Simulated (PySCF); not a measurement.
Nuclear quadrupole coupling in `CC(C)c1nncn1C`

Compound: C6H11N3.
Z-matrix (Å and degrees, GFN2-xTB geometry), rows numbered from 1:
```
C 
C   1  1.5323
C   2  1.5280  1  110.79
C   2  1.4901  1  109.07  3   120.73
N   4  1.3030  2  125.64  1   -78.27
N   5  1.3422  4  108.46  2   178.54
C   6  1.2962  5  107.66  4    -0.02
N   7  1.3624  6  110.70  5    -0.09
C   8  1.4342  4  128.99  2     2.08
H   1  1.0867  2  109.59  3   -60.38
H   1  1.0873  2  110.29  3    59.48
H   1  1.0886  2  111.05  3   179.87
H   2  1.0962  1  109.02  3  -120.42
H   3  1.0859  2  109.47  1    62.30
H   3  1.0874  2  110.32  1   -58.15
H   3  1.0875  2  110.50  1  -178.54
H   7  1.0706  6  125.70  5   179.88
H   9  1.0925  8  110.54  4    63.04
H   9  1.0890  8  108.92  4  -177.38
H   9  1.0916  8  110.58  4   -57.65
```

Field gradients from the PBE0/pcSseg-1 density (PySCF, non-relativistic), principal values in atomic units, ordered |Vxx| ≤ |Vyy| ≤ |Vzz|:

```
atom     Vxx     Vyy      Vzz
  N5  0.3651  0.6763  -1.0414
  N6  0.4343  0.6515  -1.0857
  N8  0.2050  0.4071  -0.6120
```

Q: Find the asymmetry η = (Vxx − Vyy)/Vzz and the couplings χ = eQV/h (234.96 MHz × Q in barn × V in au), with Q(14N) = 0.02044 b.

A: 
```csv
atom,environment,nucleus,η,χzz (MHz),χxx (MHz),χyy (MHz)
N5,pyridine-type nitrogen,14N,0.30,-5.00,1.75,3.25
N6,pyridine-type nitrogen,14N,0.20,-5.21,2.09,3.13
N8,pyrrole-type nitrogen,14N,0.33,-2.939,0.984,1.955
```

Q: What is Vzz at N5 in SI units (1 au = 9.71736 × 10²¹ V/m²)?

A: -1.0414 au = -10.119 × 10²¹ V/m².

Q: And the gradient at the other heavy atoms, for which no coupling is worked out here?

A: 
| atom | environment | Vzz (au) | η |
| --- | --- | --- | --- |
| C1 | methyl carbon | 0.086 | 0.44 |
| C2 | benzylic-type carbon | 0.074 | 0.51 |
| C3 | methyl carbon | 0.101 | 0.41 |
| C4 | substituted aromatic carbon | -0.271 | 0.12 |
| C7 | aromatic CH next to a ring nitrogen | -0.243 | 0.30 |
| C9 | N-methyl carbon | 0.319 | 0.02 |

Q: What couplings would deuterons (Q(2H) = 0.00286 b) have in place of the hydrogens, at this geometry?

A: 
| atom | bonded to | bond length (Å) | Vzz (au) | η | χzz (kHz) |
| --- | --- | --- | --- | --- | --- |
| H10 | C1 | 1.087 | 0.3120 | 0.02 | 210 |
| H11 | C1 | 1.087 | 0.3159 | 0.02 | 212 |
| H12 | C1 | 1.089 | 0.3141 | 0.03 | 211 |
| H13 | C2 | 1.096 | 0.2934 | 0.04 | 197 |
| H14 | C3 | 1.086 | 0.3120 | 0.03 | 210 |
| H15 | C3 | 1.087 | 0.3158 | 0.03 | 212 |
| H16 | C3 | 1.088 | 0.3149 | 0.03 | 212 |
| H17 | C7 | 1.071 | 0.3442 | 0.10 | 231 |
| H18 | C9 | 1.092 | 0.2971 | 0.06 | 200 |
| H19 | C9 | 1.089 | 0.3034 | 0.08 | 204 |
| H20 | C9 | 1.092 | 0.2985 | 0.06 | 201 |

Isolated species at its GFN2-xTB geometry (one conformer only). GFN2-xTB bond lengths can be off by several hundredths of an ångström, more for odd bonds, and the gradients follow them. The small basis limits the accuracy of the gradients.
